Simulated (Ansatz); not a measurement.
The same path of H₅OSbSi (8 atoms, charge 0, multiplicity 1) was run twice with different band settings. The coordinate that changes most is the dihedral O1–Sb2–Si3–H7.

Method: RKS PBE0-D4/def2-SVP (Ansatz 0.2.0).

Relaxed end points:

```xyz
8
Properties=species:S:1:pos:R:3
O -1.805 0.533 -0.780
Sb 0.124 0.604 -1.351
Si 0.807 -0.740 0.746
H -2.351 0.496 -1.574
H 0.492 2.079 -0.537
H 0.090 -0.214 1.944
H 2.285 -0.637 0.957
H 0.452 -2.177 0.539
```

```xyz
8
Properties=species:S:1:pos:R:3
O -1.540 1.262 -0.456
Sb -0.333 -0.011 -1.444
Si 0.695 -0.809 0.787
H -2.370 1.324 -0.943
H 0.966 1.103 -1.653
H -0.269 -1.725 1.470
H 0.984 0.360 1.668
H 1.960 -1.561 0.515
```

Common settings: movable images 7; climbing image yes; spring 5.0 eV/Å²; optimiser quadratic models (default); start path through a guess of the saddle point; end points relaxed.

| run | force threshold | iteration limit |
| --- | --- | --- |
| 1 | 0.03 eV/Å | 57 |
| 2 | 0.2 eV/Å | 60 |

**Question.** What does each run give, and how far can it be trusted?

**Answer.** Run 1: converged after 8 iterations, highest image 0.053 eV above the first end. A vibrational analysis at the climbing image gives one clearly imaginary mode, 107i cm⁻¹: a first-order saddle point.
Run 2: converged after 4 iterations, highest image 0.066 eV above the first end. The threshold of 0.2 eV/Å is loose, so the images may lie well off the minimum-energy path. The order of the stationary point at the top wasn't checked.
